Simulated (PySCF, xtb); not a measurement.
H5InO3Si, SMILES [O]([SiH3])[In]([OH])[OH].

GFN2-xTB run with xtb at its own geometry gives an orbital gap of 2.25 eV and a dipole moment of 2.48 D.

Geometry optimised at PBE0-D3(BJ)/def2-SVP. The def2 effective core potentials stand for the cores of In; spin–orbit coupling is left out. One conformer was computed; it need not be the lowest.

### Question
What does PBE/def2-TZVP in PySCF give? (Estimate from the structure and the level; the computed values follow.)

### Answer
gap 3.71 eV (levels -6.93 and -3.21 eV), dipole 3.26 D.
